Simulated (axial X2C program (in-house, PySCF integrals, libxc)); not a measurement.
Correcting the dissociation energy of BeO⁺ for spin–orbit coupling

A spin-free CCSD(T) curve (one-electron X2C) was computed with an in-house relativistic program for diatomic molecules, basis O dyall-av3z [7s6p3d2f], Be dyall-cv3z [8s8p3d1f] (cores contracted in-house), for the state M_S = 1/2, Λ = 1 (beyond evenly filled blocks: π+α, π+β, π-α). It gives D0 = 3.691 eV to O + Be+, which in a spin-free picture are the weighted means of the ground terms.

Correlated methods: 7 electrons correlated (number of frozen shells: O 1 s; Be 1 s), 177 virtual spin orbitals or spinors in MP2, 78 natural virtuals in coupled cluster.

Measured levels of the ground terms (NIST Handbook of Basic Atomic Spectroscopic Data), in cm⁻¹: O 3P: J = 2 at 0, J = 1 at 158.3, J = 0 at 227; Be+ 2S: J = 1/2 at 0.

The two components of the molecular doublet are 123 cm⁻¹ apart in the PBE0 2c search (Ω = 3/2 lower), so the lower one lies 62 cm⁻¹ under their mean.

(1) How far does each ground level lie under the (2J+1)-weighted mean of its term?

(2) Correct D0.

Second-order spin–orbit effects in the molecule, which grow quickly with Z, are left out. Occupations by symmetry block were frozen at the best pattern of an incomplete PBE0 search. De is counted from the lowest determinant-based energies of the atoms at the same level, without counterpoise correction. CCSD and (T) use frozen natural virtuals with an MP2 correction for the truncation; (T) itself is uncorrected, so its De runs slightly low.

Results:

(1) O: (5 × 0 + 3 × 158.3 + 1 × 227)/9 = 78 cm⁻¹; Be+: a single level, 0.

(2) D0 = 3.691 + (62 − 78)/8065.5 = 3.689 eV at CCSD(T) with these spin–orbit terms. The direct two-component run gives 3.692 eV; the difference holds second-order terms in the molecule, scalar two-electron terms, the gap between measured and computed atomic splittings (a 2c atom can miss part of its lowering) and, in coupled cluster, the truncation of each run.
